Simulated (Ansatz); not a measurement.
Cl2FHSi (`F[SiH](Cl)Cl`). The species carries charge 0 and has multiplicity 1.

```xyz
5

F    -0.287    1.248   -0.991
Si   -0.103   -0.008   -0.049
Cl    0.187    0.650    1.843
Cl    1.512   -1.049   -0.682
H    -1.309   -0.842   -0.120
```

(1) List the harmonic frequencies (cm⁻¹, unscaled) at PBE0-D4/def2-TZVP in Ansatz. (Best estimate.)

(2) Is this a minimum?

(3) Give the ideal-gas thermochemistry at 298.15 K and 1 bar (rigid rotor, harmonic oscillator; point group Cs, symmetry number 1).

(4) And at 400, 500, 600, 800 and 1000 K?

(5) Rotational constants (cm⁻¹)?

Answers

(1) Ansatz gave: 180, 241, 303, 534, 615, 815, 819, 932, 2322.

(2) Yes, all 9 modes are real.

(3) Zero-point energy 40.4 kJ/mol; H(298) − E = 55.8 kJ/mol; entropy 311.5 J/(mol·K), of which translation 168.5, rotation 113.6, vibration 29.5; G(298) − E = -37.1 kJ/mol.

(4) 
| T (K) | H − E (kJ/mol) | S (J/mol/K) | G − E (kJ/mol) |
| --- | --- | --- | --- |
| 400 | 63.5 | 333.9 | -70.0 |
| 500 | 71.9 | 352.5 | -104.4 |
| 600 | 80.8 | 368.7 | -140.4 |
| 800 | 99.4 | 395.5 | -217.0 |
| 1000 | 119.0 | 417.3 | -298.3 |

(5) 0.1609, 0.08143, 0.05845.
